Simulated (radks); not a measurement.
Results of a calculation; reference values are marked as such.
Effect of the nuclear size on the molybdenum ion Mo3+, [Kr] 4d3. Code: a radial shooting solver on a logarithmic mesh with Libxc functionals. Model: Dirac Kohn-Sham, relativistic LDA (MacDonald-Vosko exchange, VWN5 correlation), spin-unpolarised, spherical densities, finite nucleus; open shells fill j = l - 1/2 first; Fermi nuclear charge, rms radius 4.4091 fm. The rms radius is varied about that value; shifts are against it.

| rms radius (fm) | total energy shift (eV) | density at nucleus (e/bohr^3) | 1s1/2 shift (meV) | 2s1/2 shift (meV) | 4s1/2 shift (meV) | 5s1/2 (empty) shift (meV) |
|---|---|---|---|---|---|---|
| 3.589 | -0.498 | 9.192e+04 | -210 | -22.5 | -0.674 | -0.122 |
| 4.0035 | -0.258 | 9.084e+04 | -108 | -11.6 | -0.349 | -0.063 |
| 4.4091 | 0 | 8.989e+04 | 0.000 | 0.000 | 0.000 | 0.000 |
| 4.5987 | 0.128 | 8.949e+04 | 53.9 | 5.77 | 0.173 | 0.031 |
| 5.0793 | 0.474 | 8.853e+04 | 200 | 21.4 | 0.641 | 0.116 |

Slopes of the eigenvalues against <r^2> in GHz/fm^2, as finite differences over the two radii next to the reference (eigenvalue slopes, not the field-shift constants of lines): 1s1/2 7670, 2s1/2 821, 4s1/2 24.6, 5s1/2 (empty) 4.45.
